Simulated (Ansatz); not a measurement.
Cost and result for the atomization energy of `C[NH][GeH2][Cl]` (10 atoms, 9 bonds).

Cartesian coordinates in Å:
```
C -0.962 -0.884 0.557
N -0.423 0.461 0.471
Ge 0.825 0.853 -0.786
Cl 2.644 -0.320 -0.526
H -0.264 -1.618 0.978
H -1.870 -0.886 1.167
H -1.244 -1.229 -0.441
H -0.219 0.851 1.380
H 0.279 0.451 -2.158
H 1.233 2.321 -0.641
```

Total charge 0; spin multiplicity 1. Correlated methods include outer-core shells of Ge, which these sets cover unevenly. Scalar relativity is left out up to krypton. The geometry is a stationary point of PBE0-D4/def2-TZVP. It is one conformer, not always the lowest. Program: Ansatz. All runs use 4 threads of a server CPU on a shared host. Times are those of one run each, without the atoms' runs, and a repeat can differ threefold. Electronic energies, without spin–orbit coupling; frozen cores. CCSD(T)/CBS adds CCSD(T) − MP2 in def2-TZVPP to the MP2 limit, and its time is that of the two runs behind it. T1 = 0.010. With those shells the extrapolation isn't a true limit. HSE06 is the plane-wave form, built on full-range PBE exchange.

CCSD(T)/CBS is a level of theory with its own doubt, some kJ/mol a heavy atom from the limit and from the frozen cores, so smaller differences don't rank the functionals.

| level | functions | wall time |
| --- | --- | --- |
| PBE-D4/def2-TZVPP (with forces) | 236 | 2.6 s |
| HSE06-D4/def2-TZVPP | 236 | 2.7 s |
| BHLYP-D4/def2-TZVPP | 236 | 2.8 s |
| CAM-B3LYP-D4/def2-TZVPP | 236 | 3.8 s |
| r2SCAN-D4/def2-TZVPP (with forces) | 236 | 4.4 s |
| B2PLYP/def2-TZVPP | 236 | 6 s |
| PBE-QIDH/def2-TZVPP | 236 | 6.5 s |
| ωB97X-V/def2-TZVPP | 236 | 7 s |
| CCSD(T)/def2-SVP | 108 | 7 s |
| B97M-V/def2-TZVPP | 236 | 7.5 s |
| MP2/def2-QZVPP | 453 | 23 s |
| CCSD(T)/def2-TZVPP | 236 | 2.2 min |
| CCSD(T)/CBS(def2) | – | 2.6 min |

Q: What atomization energy does each give, and how far from CCSD(T)/CBS? (Estimate.)

A: The calculation gave: 
```csv
level,atomization (kcal/mol),difference from CCSD(T)/CBS,per bond
PBE-D4/def2-TZVPP (with forces),789.2,7.5,0.8
HSE06-D4/def2-TZVPP,778.7,-3.0,-0.3
BHLYP-D4/def2-TZVPP,759.6,-22.1,-2.5
CAM-B3LYP-D4/def2-TZVPP,782.0,0.3,0.0
r2SCAN-D4/def2-TZVPP (with forces),779.1,-2.6,-0.3
B2PLYP/def2-TZVPP,770.2,-11.5,-1.3
PBE-QIDH/def2-TZVPP,774.1,-7.6,-0.8
ωB97X-V/def2-TZVPP,784.9,3.2,0.4
CCSD(T)/def2-SVP,731.1,-50.6,-5.6
B97M-V/def2-TZVPP,784.9,3.2,0.4
MP2/def2-QZVPP,779.1,-2.6,-0.3
CCSD(T)/def2-TZVPP,762.2,-19.5,-2.2
CCSD(T)/CBS(def2),781.7,0.0,0.0
```

From PBE to PBE0 (25 % exact exchange), in def2-TZVPP and without D4, the atomization energy moves by −10.2 kcal/mol: exact exchange takes away binding that semilocal exchange gives to molecules. At CCSD(T), def2-SVP lies −50.5 kcal/mol from the extrapolated value and def2-TZVPP −19.5 kcal/mol: correlation converges slowly with the basis, and small sets miss more of it in the bonded molecule than in its fragments. Leaving LDA and LC-ωPBE aside and taking each functional with its dispersion term where it has one, the values spread over 29.7 kcal/mol, from BHLYP-D4 to PBE-D4. LDA lies +105.3 kcal/mol from PBE without D4, its usual overbinding.
